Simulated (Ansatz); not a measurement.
CH$_{9}$BSiSn (`C[B]([SiH3])[SnH3]`), charge 0, multiplicity 1.

Q: Give a relaxed structure at PBE0-D4/def2-TZVP (the Gaussian-basis code of Ansatz). (An estimate is asked.)

A: Computed: 
Z-matrix (Å, degrees):
```
C
B 1 1.551
H 1 1.093 2 115.5
H 1 1.092 2 116.4 3 131.7
H 1 1.107 2 102.1 3 -113.7
Si 2 2.013 1 122.3 3 23.7
Sn 2 2.263 1 120.0 3 -158.5
H 6 1.495 2 105.8 1 -102.2
H 6 1.490 2 112.6 1 140.8
H 6 1.492 2 114.4 1 16.3
H 7 1.713 2 110.0 1 -97.3
H 7 1.711 2 112.7 1 144.0
H 7 1.714 2 112.7 1 22.1
```
This is one stationary point; other conformers may exist.
